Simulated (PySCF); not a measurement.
A structure optimised at PBE0-D3(BJ)/def2-SVP, used in a PySCF frequency run:

```xyz
7

Os     0.2461    -0.2609     0.0000
O     -0.8744    -0.4129     2.8467
C     -0.3238    -0.3547     1.8410
O     -0.8744    -0.4129    -2.8467
C     -0.3238    -0.3547    -1.8410
O     -0.1096     2.6839     0.0000
C      0.0086     1.5372     0.0000
```

Write its SMILES, formula and point group.

[O+]#[C-]->[Os](<-[C-]#[O+])<-[C-]#[O+], C3O3Os, Cs

What are its rotational constants (standard atomic weights)?

2.4887, 1.3333, 0.99987 GHz
